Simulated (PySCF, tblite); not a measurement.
C₈H₁₆.
Bonds: C1–C2, C2–C3, C2–C4, C4–C5, C5–C6, C6–C7, C7–C8, C4–C8. Hydrogens: H9, H10, H11 on C1; H12 on C2; H13, H14, H15 on C3; H16 on C4; H17, H18 on C5; H19, H20 on C6; H21, H22 on C7; H23, H24 on C8.

Structure optimised with GFN2-xTB, isolated species.

(1) Give the optimised bond lengths and angles.

## Answers

(1) 
```tsv
bond	length (Å)	order
C1–C2, C2–C3	1.528	single
C2–C4	1.533	single
C4–C5	1.533	single
C5–C6	1.524	single
C6–C7	1.527	single
C7–C8	1.538	single
C4–C8	1.545	single
C1–H9 and 5 like bonds	1.088	single
C2–H12	1.096	single
C4–H16	1.095	single
C5–H17, C8–H24	1.091	single
C5–H18, C8–H23	1.089	single
C6–H19, C7–H22	1.090	single
C6–H20, C7–H21	1.090	single
```

Bonds in one row agree within 0.01 Å and their mean is given. Orders are formal, as drawn. A selection of angles:
```tsv
angle	degrees
C1–C2–C3	109.4
C1–C2–C4	110.4
C3–C2–C4	111.3
C2–C4–C5	114.2
C5–C4–C8	104.2
C4–C5–C6	103.4
C5–C6–C7	102.8
C6–C7–C8	104.9
C4–C8–C7	106.7
```

Torsions: C1–C2–C4–C5 -176° (antiperiplanar); C2–C4–C5–C6 -158° (antiperiplanar); C4–C5–C6–C7 43° (synclinal); C5–C6–C7–C8 -35° (synclinal); C6–C7–C8–C4 14° (synperiplanar); C2–C4–C8–C7 137° (anticlinal). The mirror-image conformer, all signs reversed, is as good.

Of the pairs four or more bonds apart, C5···H15 is among the closest relative to their van der Waals radii: 2.72 Å, 94 % of the sum of Bondi's values. The C–C distances run from 1.524 Å (C5–C6, drawn single) to 1.545 Å (C4–C8, drawn single), a spread of 0.021 Å. The 5-membered ring C4–C5–C6–C7–C8 has internal angles of 102.8° to 106.7° (sum 522°, against 540° for a flat polygon); it is puckered, 0.19 Å rms from its mean plane, widest ring torsion 43°.

Point group: C1 (no symmetry element, even within 0.4 Å). Its GFN2-xTB frequencies are all real (lowest 49 cm⁻¹). The numbers are those of one conformer. 3 starts were optimised and ended at 0.00, 0.14 and 1.45 kcal/mol (GFN2-xTB); the lowest of these is shown.

These are computed values.
